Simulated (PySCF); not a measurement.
Polarisability and C₆ of N²⁺ (nitrogen, charge +2)

[He] 2s1 2p2, high-spin 4P determinant (an excited configuration). All numbers are calculated (PySCF 2.14, no relativity, point nucleus, in def2-TZVPPD). Coupled (time-dependent) response in atomic units; α is the mean over directions.

```csv
method,mean α (bohr³),"α xx, yy, zz",C₆ (like pair),S(−4)
UHF,1.449,"2.061, 1.143, 1.143",1.817,1.679
PBE,1.547,"2.181, 1.230, 1.230",1.937,2.333
PBE0,1.518,"2.151, 1.202, 1.202",1.899,2.135
B3LYP,1.513,"2.132, 1.203, 1.203",1.888,2.122
wB97M-V,1.554,"2.200, 1.231, 1.231",1.938,2.331
```

S(−4) is the Cauchy moment in α(ω) = α(0) + S(−4) ω² + …

α(iu) at UHF:

```csv
u (hartree),α(iu) (bohr³)
0,1.449
0.0500,1.445
0.100,1.432
0.200,1.387
0.300,1.321
0.500,1.164
0.750,0.9720
1.00,0.8085
1.50,0.5660
2.00,0.4081
3.00,0.2336
5.00,0.1026
```

A single London oscillator, α(iu) = α/(1 + u²/ω²), gives C₆ = (3/4) ω α². Matching the computed C₆ needs ω = 4 × 1.817 / (3 × 1.449²) = 1.15 hartree.

For an ion, C₆ is the dispersion term alone; charge-induced terms of lower order in 1/R come first.

The components differ because the open shell of this determinant is not spherical; for a pure term their mean is the scalar polarisability.
